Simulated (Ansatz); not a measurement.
The molecule TiF, multiplicity 4 (the spin of the measured ground state). No spin–orbit coupling. Ti is treated without relativity.

D_e counts from the fitted minimum to each atom's lowest state at the same level, without counterpoise. The lowest state of Ti differs between levels (2S+1 = 3, 5).

Codes used: Ansatz (Gaussian orbitals). Each number belongs to the level named beside it.

PBE/def2-TZVPP gives 149.93 kcal/mol for the bond energy D_e.

Predict the shift from PBE, with its sign, for: r2SCAN/def2-TZVPP, PBE0/def2-TZVPP, wB97M-V/def2-TZVPP.

r2SCAN/def2-TZVPP -7.21; PBE0/def2-TZVPP -8.93; wB97M-V/def2-TZVPP -14.67 kcal/mol. 0 of 3 lie above PBE; the widest gap is to wB97M-V/def2-TZVPP.

Ansatz is a quantum-chemistry and plane-wave program.
